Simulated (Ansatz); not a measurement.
This geometry of FH + H2O + H5NSn (12 atoms, charge 0, multiplicity 1) is a first-order saddle point.

All numbers below come from Ansatz, RKS BHLYP-D4/def2-SVP.

```xyz
12
Properties=species:S:1:pos:R:3
Sn -0.933 0.904 0.418
N 0.108 -1.023 0.769
H -2.175 0.888 -0.751
H -1.803 0.628 1.909
H 0.056 2.243 0.724
H 1.300 0.064 -1.177
O 0.409 0.653 -1.429
H 1.063 -0.995 0.244
F 2.115 -0.696 -0.633
H 0.243 -1.188 1.759
H -0.423 -1.808 0.412
H 0.038 0.331 -2.247
```

Question: Which two structures does it join? (They come from a converged band through this point; their orientation in space is the band's.)

Answer: Bonds broken: H6–O7, H8–F9. Bonds formed: Sn1–O7, N2–H8, H6–F9. FH + H2O + H5NSn becomes FH + H7NOSn.

First end point:

```xyz
12
Properties=species:S:1:pos:R:3
Sn -1.017 0.845 0.697
N -0.040 -1.008 0.739
H -2.259 0.824 -0.459
H -1.733 0.889 2.263
H 0.117 2.094 0.584
H 1.232 0.242 -1.369
O 0.376 0.532 -1.715
H 1.424 -0.782 0.282
F 2.252 -0.536 -0.180
H -0.161 -1.481 1.626
H -0.410 -1.624 0.026
H 0.219 0.004 -2.494
```

Last end point:

```xyz
12
Properties=species:S:1:pos:R:3
Sn -1.052 0.964 0.199
N 0.364 -1.010 1.036
H -1.856 2.186 -0.742
H -2.293 -0.013 0.837
H -0.033 1.798 1.278
H 1.346 -0.270 -1.302
O -0.095 0.172 -1.416
H 1.239 -0.988 0.515
F 2.220 -0.561 -1.037
H 0.577 -0.992 2.025
H -0.076 -1.899 0.835
H -0.341 0.611 -2.228
```

Question: How far does it lie above each of them?

Answer: 25.7 kJ/mol above the first and 52.9 kJ/mol above the second. This is the barrier of this one path; another mechanism may lie lower. The orbitals stay closed-shell, which can raise the energy where a bond breaks towards radicals; this wasn't checked here.

The run took 10 min on 2 threads of Intel(R) Xeon(R) Platinum 8259CL CPU @ 2.50GHz (Skylake/Cascade Lake), with other jobs on the host, peak memory 0.27 GiB.
